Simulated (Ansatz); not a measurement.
Stepwise reaction of `[AlH2][Br]` with hydrogen sulfide, as a gas-phase model of exchange steps in deposition or etching. ΔE in kJ/mol; ΔG adds harmonic PBE0-D4 terms to CCSD(T)/CBS, at 1 bar.

Gas-phase electronic energies from Ansatz, PBE0-D4/def2-TZVP geometries. CCSD(T)/CBS adds triple-zeta CCSD(T) − MP2 to the extrapolated MP2 energy (def2 sets, frozen cores). This one scheme is used for every species. Functionals use def2-TZVPP. B3LYP here is the variant with VWN-RPA as its local correlation; programs differ in this. For Br outer-core shells are correlated without core-valence functions, which leaves a few kJ/mol of doubt a bond. Scalar relativity is left out up to krypton. One conformer a species, not always the lowest.

```tsv
step	reaction	PBE-D4	B3LYP-D4	ωB97M-V	CCSD(T)/CBS	ΔG(600 K)
1	`[AlH2][Br]` + H₂S → `[SH][AlH][Br]` + H₂	-103.4	-97.8	-97.6	-101.2	-90.1
```

(1) Give the row of step 2, `[SH][AlH][Br]` + H₂S → `[SH][Al]([SH])[Br]` + H₂. (Best estimate.)

(2) By hand: ΔE of the 2 steps together at CCSD(T)/CBS.

Answers

(1) Ansatz gave: 
```csv
step,reaction,PBE-D4,B3LYP-D4,ωB97M-V,CCSD(T)/CBS,ΔG(600 K)
2,`[SH][AlH][Br]` + H₂S → `[SH][Al]([SH])[Br]` + H₂,-92.3,-88.5,-86.9,-91.8,-76.1
```

(2) (-101.2) + (-91.8) = -193.0 kJ/mol, or -96.5 kJ/mol a step.

In ΔE each step is higher than the one before. All are downhill at CCSD(T)/CBS. ΔG lies between -90.1 and -76.1 kJ/mol a step. PBE-D4 differs from CCSD(T)/CBS by -2.2 to -0.5 kJ/mol a step. Isolated molecules leave out the surface, adducts and barriers. Largest T1 diagnostic: 0.009.
